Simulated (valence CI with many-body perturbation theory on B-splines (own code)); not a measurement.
# Energy levels of Nd LV

Method: valence CI with perturbative core correlation (CI+MBPT): four valence electrons over a frozen Dirac-Fock core [He], radial functions for each j: 9 s, 9 p, 8 d, 6 f, 3 g, 1 h, with the one-electron correlation potential Σ1 (screened to all orders), the two-electron term Σ2, the three-electron term Σ3, Breit, model QED; selected single and double excitations, second order for the rest, scaled by the run's own slope (own B-spline code, finite nucleus).

No measured spectrum was set against this ion. As an estimate, large intervals hold to a few tenths of a per cent, small ones and those within an open d or f shell to about a per cent.

Levels 1 to 40 of 40, with energies above the lowest level, (2s^2 2p1/2^2) J=0. "Leading %" is the weight of the configuration and term that name the level; weights of strongly mixed levels are sums over their largest components and can fall short, so below about 35 % the name and the second component can differ from the true leading terms, or belong to a minority configuration. In the jj column 3d3/2^4 stands for four electrons in 3d with j = 3/2. Lifetimes count E1, E2, E3, M1 and M2 decay at the calculated energies, and are blank where another channel may lead or the interval is too uncertain; long ones can be off by a factor of two.

```
No.  Configuration  Term  J  E (eV)  Leading %  Lifetime                Leading jj      g
  1         2s²2p²    ³P  0     0.0         70                2s^2 2p1/2^2 (100 %)       
  2         2s²2p²    ³P  1   538.4        100    999 ps  2s^2 2p1/2 2p3/2 (100 %)  1.480
  3         2s²2p²    ¹D  2   555.2         64    467 ns  2s^2 2p1/2 2p3/2 (100 %)  1.155
  4          2s2p³   ³P°  2   755.9         47   52.8 ps   2s 2p1/2^2 2p3/2 (99 %)  1.538
  5          2s2p³   ³D°  1   824.2         34    522 fs   2s 2p1/2^2 2p3/2 (99 %)  1.098
  6         2s²2p²    ³P  2  1108.7         63    247 ps       2s^2 2p3/2^2 (99 %)  1.297
  7         2s²2p²    ¹S  0  1155.6         69    200 ps       2s^2 2p3/2^2 (99 %)       
  8          2s2p³   ⁵S°  2  1273.7         49   2.38 ps   2s 2p1/2 2p3/2^2 (99 %)  1.550
  9          2s2p³   ³D°  3  1312.2        100   2.51 ps  2s 2p1/2 2p3/2^2 (100 %)  1.308
 10          2s2p³   ³P°  0  1356.1        100    649 fs  2s 2p1/2 2p3/2^2 (100 %)       
 11          2s2p³   ³S°  1  1373.4         49    337 fs   2s 2p1/2 2p3/2^2 (99 %)  1.299
 12          2s2p³   ¹D°  2  1383.6         73    344 fs   2s 2p1/2 2p3/2^2 (99 %)  1.062
 13          2s2p³   ³P°  1  1386.9         58    503 fs   2s 2p1/2 2p3/2^2 (99 %)  1.328
 14            2p⁴    ³P  2  1615.4         69    362 fs    2p1/2^2 2p3/2^2 (99 %)  1.323
 15            2p⁴    ¹S  0  1665.6         62    307 fs    2p1/2^2 2p3/2^2 (99 %)       
 16          2s2p³   ³P°  2  1893.0         52    685 fs         2s 2p3/2^3 (99 %)  1.422
 17          2s2p³   ¹P°  1  1958.4         39    261 fs         2s 2p3/2^3 (99 %)  1.183
 18            2p⁴    ³P  1  2164.8        100    227 fs     2p1/2 2p3/2^3 (100 %)  1.480
 19            2p⁴    ¹D  2  2182.1         69    241 fs     2p1/2 2p3/2^3 (100 %)  1.129
 20            2p⁴    ³P  0  2757.0         63    171 fs           2p3/2^4 (100 %)       
 21        2s²2p3s   ³P°  0  6402.9         99   12.2 fs      2s^2 2p1/2 3s (99 %)       
 22        2s²2p3s   ³P°  1  6405.9         67   9.67 fs      2s^2 2p1/2 3s (99 %)  1.316
 23        2s²2p3p    ³D  1  6468.2         73    877 fs   2s^2 2p1/2 3p1/2 (99 %)  0.647
 24        2s²2p3p    ³P  0  6502.8         68    344 fs   2s^2 2p1/2 3p1/2 (99 %)       
 25        2s2p²3s    ⁵P  1  6594.9         40   13.4 fs      2s 2p1/2^2 3s (89 %)  1.988
 26        2s2p²3s    ³P  0  6627.8         70   13.4 fs      2s 2p1/2^2 3s (98 %)       
 27        2s²2p3p    ³D  2  6645.4         53    588 fs   2s^2 2p1/2 3p3/2 (99 %)  1.154
 28        2s²2p3p    ³P  1  6649.8         43    125 fs   2s^2 2p1/2 3p3/2 (90 %)  1.560
 29        2s2p²3p   ³P°  1  6668.9         32   3.17 fs   2s 2p1/2^2 3p1/2 (95 %)  1.368
 30        2s2p²3p   ³P°  0  6670.2         49    294 fs   2s 2p1/2^2 3p1/2 (98 %)       
 31        2s²2p3d   ³F°  2  6697.2         74   9.00 fs  2s^2 2p1/2 3d3/2 (100 %)  0.750
 32        2s²2p3d   ³D°  1  6720.7         49   1.32 fs   2s^2 2p1/2 3d3/2 (96 %)  0.850
 33        2s²2p3d   ³P°  2  6753.2         47   1.55 fs   2s^2 2p1/2 3d5/2 (98 %)  1.282
 34        2s²2p3d   ³F°  3  6756.5         47   1.64 fs  2s^2 2p1/2 3d5/2 (100 %)  1.101
 35        2s2p²3p   ³P°  2  6843.0         33   87.2 fs   2s 2p1/2^2 3p3/2 (97 %)  1.522
 36        2s2p²3p   ³D°  1  6847.6         33   4.16 fs   2s 2p1/2^2 3p3/2 (98 %)  1.119
 37        2s2p²3d    ³D  1  6894.0         44   11.0 fs   2s 2p1/2^2 3d3/2 (99 %)  0.451
 38        2s2p²3d    ³D  2  6899.2         30   7.84 fs   2s 2p1/2^2 3d3/2 (96 %)  1.143
 39        2s2p²3d    ³D  3  6947.9         35   1.65 fs   2s 2p1/2^2 3d5/2 (99 %)  1.347
 40        2s2p²3d    ³F  2  6963.3         30   1.73 fs   2s 2p1/2^2 3d5/2 (96 %)  1.014
```

The ionisation energy to 2s²2p ²P°1/2 of the next ion comes out as 11385 eV (NIST: 11384 ± 5 eV (theoretical)). All 40 levels together are meant to be complete up to 6965.1 eV.
